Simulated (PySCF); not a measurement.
Vertical excitations of a molecule C₂H₇InO from TDDFT-PBE/def2-SVPD run with PySCF, as energy in eV (oscillator strength): 4.90 (0.000), 5.10 (0.022), 5.18 (0.023), 5.33 (0.004), 5.50 (0.148), 5.78 (0.099), 6.43 (0.044), 6.45 (0.019), 6.84 (0.004), 6.85 (0.030). Lowest triplet (TDA): 4.60 eV. Geometry: PBE0-D3(BJ)/def2-SVP. The def2 effective core potentials stand for the cores of In; spin–orbit coupling is left out. Other conformers were not sampled.

Task: Pick the molecule that these values belong to.
A. [CH3][In]([CH3])[OH]
B. C[O][InH][CH3]
C. CC[O][InH2]
D. C[CH2][InH][OH]

Result: A, [CH3][In]([CH3])[OH]
